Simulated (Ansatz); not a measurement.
Start from `F[Si](F)(Cl)[S][GeH2][Cl]` and change one atom or group to get `F[Si](F)(S)Cl`.

Ansatz, PBE0-D4/def2-TZVP geometries, multiplicity 1. Each molecule was computed in one conformer, which needn't be the lowest.

Scalar relativity is left out up to krypton.

| property | `F[Si](F)(Cl)[S][GeH2][Cl]` |
| --- | --- |
| LUMO energy (PBE/def2-TZVPP) / eV | -1.99 |
| size of the dipole moment (ωB97M-V/def2-TZVPP) / D | 2.19 |
| HOMO energy (ωB97M-V/def2-TZVPP) / eV | -10.53 |
| HOMO–LUMO gap (PBE0/def2-TZVPP) / eV | 7.31 |
| HOMO energy (PBE/def2-TZVPP) / eV | -7.11 |
| HOMO–LUMO gap (B3LYP/def2-TZVPP) / eV | 6.75 |

Q: Give the same properties after the change, and the shifts. (Best estimate.)

A: Ansatz gave: 
```json
{"property": "LUMO energy (PBE/def2-TZVPP) / eV", "`F[Si](F)(S)Cl`": "-1.20", "shift": "0.79"}
{"property": "size of the dipole moment (ωB97M-V/def2-TZVPP) / D", "`F[Si](F)(S)Cl`": "1.55", "shift": "-0.64"}
{"property": "HOMO energy (ωB97M-V/def2-TZVPP) / eV", "`F[Si](F)(S)Cl`": "-10.62", "shift": "-0.09"}
{"property": "HOMO–LUMO gap (PBE0/def2-TZVPP) / eV", "`F[Si](F)(S)Cl`": "8.19", "shift": "0.88"}
{"property": "HOMO energy (PBE/def2-TZVPP) / eV", "`F[Si](F)(S)Cl`": "-7.11", "shift": "0.00"}
{"property": "HOMO–LUMO gap (B3LYP/def2-TZVPP) / eV", "`F[Si](F)(S)Cl`": "7.66", "shift": "0.91"}
```

Dipoles are sizes alone; their direction can turn.

B3LYP here is the variant with VWN-RPA as its local correlation; programs differ in this.
